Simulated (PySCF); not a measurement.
## S (sulfur, neutral) across methods

[Ne] 3s1 3p4 3d1, one real determinant (an excited configuration). All numbers are calculated (PySCF 2.14, the non-relativistic Hamiltonian (point nucleus), in aug-cc-pV(T+d)Z). The B2PLYP total includes its PT2 part (frozen core); its orbital energies are those of the SCF part.

```csv
method,E (hartree),mean ε 3p α (eV),mean ε 3p β (eV),mean ε 3d α (eV),Σ⟨r²⟩ (bohr²),⟨S²⟩
PBE,-397.2605,-10.681,-8.045,1.075,35.30,6.004
wB97X-V,-397.3394,-14.652,-11.272,-1.363,35.06,6.005
LDA,-396.0401,-10.748,-8.025,1.115,35.53,6.004
B2PLYP,-397.2972,-13.753,-9.669,-0.204,35.32,6.008
UHF,-396.83584,-16.669,-10.296,-1.624,35.29,6.017
r2SCAN,-397.4133,-11.308,-8.100,1.021,35.23,6.009
BLYP,-397.4292,-10.370,-8.108,1.306,35.56,6.004
M06-L,-397.4095,-11.147,-7.876,1.216,35.24,6.008
PBE0,-397.2888,-12.311,-8.971,0.343,35.13,6.005
```

⟨L²⟩ = 8.02 against 12 for a pure F term, so this real determinant mixes terms. The outer electron is Rydberg-like, and this basis confines it to a smaller radius and binds it less than a complete one would.

The highest occupied level is positive at PBE, LDA, r2SCAN, BLYP, M06-L, PBE0: only the finite basis holds that electron, which in a density functional comes from self-interaction.
